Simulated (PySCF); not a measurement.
Structure with atom numbers: `[CH2:1]=[C:2]=[C:3]([CH:4]=[O:5])[B:6]([F:7])[F:8]`. Each H is labelled by its parent atom.

Geometry: PBE0-D3(BJ)/def2-SVP; GIAO shifts from PySCF 2.14.0 with density-fitted response routines, gas phase, non-relativistic, averaged over equivalent atoms.

At PBE0/cc-pVDZ (127 basis functions, 13 s wall time on 1 thread of an Arm Neoverse V1, shared host):
```
atoms  δ (ppm)
   C2    227.9
   C4    182.2
   C3     92.2
   C1     75.8
   O5    661.1
   B6     24.7
F7/F8    -67.3
H(C4)     9.39
H(C1)     5.29
```

Scale: ¹³C (196.75 ppm), ¹H (31.29 ppm) against TMS; ¹⁷O (343.34 ppm) against H2O; BF3·OEt2 for ¹¹B (113.82 ppm); CFCl3 for ¹⁹F (200.93 ppm) (reference shieldings calculated alike).

Q: Estimate the result of repeating the calculation with PBE0/cc-pVTZ.

A: 
| atoms | δ at PBE0/cc-pVTZ | change |
| --- | --- | --- |
| C2 | 238.9 | +11.0 |
| C4 | 189.2 | +7.0 |
| C3 | 93.8 | +1.6 |
| C1 | 78.0 | +2.2 |
| O5 | 676.9 | +15.8 |
| B6 | 23.4 | -1.3 |
| F7/F8 | -78.1 | -10.8 |
| H(C4) | 9.91 | +0.52 |
| H(C1) | 5.45 | +0.16 |

Scale: ¹³C (σ = 187.29 ppm) and ¹H (σ = 31.29 ppm) vs TMS; ¹⁷O (σ = 334.84 ppm) vs H2O; BF3·OEt2 for ¹¹B (σ = 102.75 ppm); CFCl3 for ¹⁹F (σ = 182.60 ppm) (reference shieldings calculated alike).

The largest change is at O5 (aldehyde oxygen). Cost: 282 basis functions, 54 s wall time on 1 thread of an Arm Neoverse V1, shared host. The order of the carbon signals is the same at both levels.

A carbon bonded to boron is broadened by the quadrupolar boron nucleus and is often missing from a measured spectrum. Unscaled 19F shifts against computed CFCl3 carry errors that often reach 10 to 50 ppm. Unscaled 17O shifts of doubly bonded oxygen tend to come out too high, by tens of ppm or more. Experimental scales use liquid or dissolved standards, which lie at an offset from isolated H2O (liquid H2O: subtract about 36 ppm).
